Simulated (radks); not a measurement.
Values are calculated unless marked as measured or tabulated.
Lu, configuration [Xe] 4f13.5 5d1 6s2 6p0.5 (fractional occupations, a model configuration). Code: a radial shooting solver on a logarithmic mesh with Libxc functionals. Model: scalar-relativistic Kohn-Sham, r2SCAN, spin-polarised, spherical densities, finite nucleus; open shells are filled with parallel spins first (spin-orbit coupling, left out, can overturn this in heavy ions); meta-GGA in the generalised Kohn-Sham scheme; Fermi nuclear charge, rms radius 5.37 fm.

Normalised radial functions P(r) = r R(r), r in bohr:

```
   r/bohr * 6s up, o 5d down (the largest magnitude, 0.655, reaches the edge; | marks zero, & curves that meet)
 0.002955                             o*
  0.00407                             o *
  0.00556                             o *
 0.007656                             o *
  0.01054                             o *
  0.01452                             o *
  0.01984                             o*
  0.02732                            *|o
  0.03762                           * | o
  0.05181                          *  |  o
  0.07078                           * |    o
  0.09747                             |*     o
   0.1342                             |   *  o
   0.1848                             |   &
   0.2525                          o *|
   0.3478                   o  *      |
   0.4789                   o     *   |
   0.6595                            o|     *
    0.901                             |           &
    1.241                             |    *                 o
    1.709                   *         |                          o
    2.353       *                     |                       o
    3.215    *                        |                 o
    4.427           *                 |          o
    6.097                     *       |    o
    8.396                           * | o
    11.47                             &
     15.8                             &
```

6s up: eigenvalue -5.990 eV, 5 radial nodes at r = 0.0231, 0.0920, 0.238, 0.552, 1.40 bohr, <r> = 3.50 bohr, 90 % of the charge inside 5.16 bohr. 5d down (empty): eigenvalue -2.648 eV, 2 radial nodes at r = 0.224, 0.681 bohr, <r> = 2.52 bohr, 90 % of the charge inside 4.20 bohr.
